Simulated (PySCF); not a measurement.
Two species compared at the same levels of theory.

First species: C₅H₁₀OSi₃.
Numbering: `[CH:1]#[C:2][Si@@H:3]1[CH:4]=[CH:5][Si@@H:6]([O:7][SiH3:8])[CH2:9]1` (hydrogens: H10 on C1; H11 on Si3; H12 on C4; H13 on C5; H14 on Si6; H15, H16, H17 on Si8; H18, H19 on C9)

Second species: C8H17N.
Structure used (GFN2-xTB), in Å, numbered top down from 1:
```xyz
26
C8H17N angstrom
C      3.1785    0.7077   -0.2078
C      1.7430    0.5127   -0.6817
C      0.9901   -0.4600    0.2229
C     -0.5230   -0.5479   -0.0570
C     -1.1330   -1.5654    0.9230
C     -0.8060   -1.0173   -1.4880
N     -1.0415    0.8069    0.0376
C     -2.4165    1.1234    0.2916
C     -1.3622    1.4504    1.2785
H      3.7158   -0.2387   -0.2127
H      3.1978    1.1049    0.8050
H      3.7048    1.4034   -0.8571
H      1.7528    0.1337   -1.7043
H      1.2182    1.4683   -0.6804
H      1.1184   -0.1364    1.2593
H      1.4262   -1.4569    0.1306
H     -0.9305   -1.2940    1.9566
H     -2.2086   -1.6485    0.7854
H     -0.6959   -2.5437    0.7417
H     -0.2782   -1.9442   -1.6968
H     -1.8728   -1.1858   -1.6193
H     -0.4935   -0.2579   -2.1979
H     -2.8283    1.9066   -0.3319
H     -3.1246    0.3406    0.5408
H     -1.0117    2.4707    1.3703
H     -1.3404    0.8901    2.2069
```

Levels: PBE0/pcSseg-1 for HOMO energy, LUMO energy and HOMO–LUMO gap. Geometries: GFN2-xTB. All species are isolated and taken at one optimised geometry, non-relativistic unless stated; the electronic structure was computed with PySCF and density fitting.

The conformers computed, where there is a choice (atom-mapped SMILES and torsion angles):
- `[CH3:1][CH2:2][CH2:3][C:4]([CH3:5])([CH3:6])[N:7]1[CH2:8][CH2:9]1`: C1–C2–C3–C4 171°, C2–C3–C4–C5 180°, C3–C4–N7–C8 -158°

The conformers of `C#C[Si@@H]1C=C[Si@@H](O[SiH3])C1` aren't listed.

| property | column X | column Y |
| --- | --- | --- |
| HOMO energy | -7.83 eV | -6.43 eV |
| LUMO energy | -0.86 eV | 1.48 eV |
| HOMO–LUMO gap | 6.97 eV | 7.91 eV |

Which column belongs to which species?

Column X is the first species and column Y the second. The first has 19 atoms and 90 electrons, the second 26 and 72.

How does each property change from the first species to the second?

HOMO energy +1.40 eV; LUMO energy +2.34 eV; HOMO–LUMO gap +0.94 eV.

